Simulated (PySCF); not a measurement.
# Ar⁺ (argon, charge +1) across methods

[Ne] 3s2 3p4 4s1, high-spin 4P determinant (an excited configuration). Computed with PySCF 2.14 in dyall-av3z, with the spin-free X2C one-electron Hamiltonian (Gaussian nucleus).

```json
{"method": "M06", "E (hartree)": "-528.1638", "mean ε 3p α (eV)": "-30.689", "mean ε 3p β (eV)": "-28.069", "mean ε 4s α (eV)": "-8.964", "Σ⟨r²⟩ (bohr²)": "31.71", "⟨S²⟩": "3.752"}
{"method": "BHandHLYP", "E (hartree)": "-528.1947", "mean ε 3p α (eV)": "-32.672", "mean ε 3p β (eV)": "-30.103", "mean ε 4s α (eV)": "-9.568", "Σ⟨r²⟩ (bohr²)": "32.11", "⟨S²⟩": "3.754"}
{"method": "LDA", "E (hartree)": "-526.5545", "mean ε 3p α (eV)": "-28.897", "mean ε 3p β (eV)": "-26.453", "mean ε 4s α (eV)": "-8.730", "Σ⟨r²⟩ (bohr²)": "31.82", "⟨S²⟩": "3.751"}
{"method": "UHF", "E (hartree)": "-527.51332", "mean ε 3p α (eV)": "-36.087", "mean ε 3p β (eV)": "-32.840", "mean ε 4s α (eV)": "-10.487", "Σ⟨r²⟩ (bohr²)": "32.66", "⟨S²⟩": "3.759"}
{"method": "PW91", "E (hartree)": "-528.1836", "mean ε 3p α (eV)": "-28.966", "mean ε 3p β (eV)": "-26.567", "mean ε 4s α (eV)": "-8.619", "Σ⟨r²⟩ (bohr²)": "31.85", "⟨S²⟩": "3.753"}
{"method": "BLYP", "E (hartree)": "-528.2064", "mean ε 3p α (eV)": "-28.625", "mean ε 3p β (eV)": "-26.404", "mean ε 4s α (eV)": "-8.438", "Σ⟨r²⟩ (bohr²)": "31.87", "⟨S²⟩": "3.752"}
{"method": "PBE0", "E (hartree)": "-528.0270", "mean ε 3p α (eV)": "-30.949", "mean ε 3p β (eV)": "-28.365", "mean ε 4s α (eV)": "-9.144", "Σ⟨r²⟩ (bohr²)": "32.05", "⟨S²⟩": "3.754"}
{"method": "r2SCAN", "E (hartree)": "-528.1417", "mean ε 3p α (eV)": "-29.715", "mean ε 3p β (eV)": "-27.079", "mean ε 4s α (eV)": "-8.621", "Σ⟨r²⟩ (bohr²)": "32.36", "⟨S²⟩": "3.755"}
```

**Question.** Estimate the same row for PBE.

**Answer.** E (hartree) = -527.9940; mean ε 3p α (eV) = -28.913; mean ε 3p β (eV) = -26.490; mean ε 4s α (eV) = -8.566; Σ⟨r²⟩ (bohr²) = 31.92; ⟨S²⟩ = 3.753.

The outer electron is Rydberg-like, and this basis confines it to a smaller radius and binds it less than a complete one would.
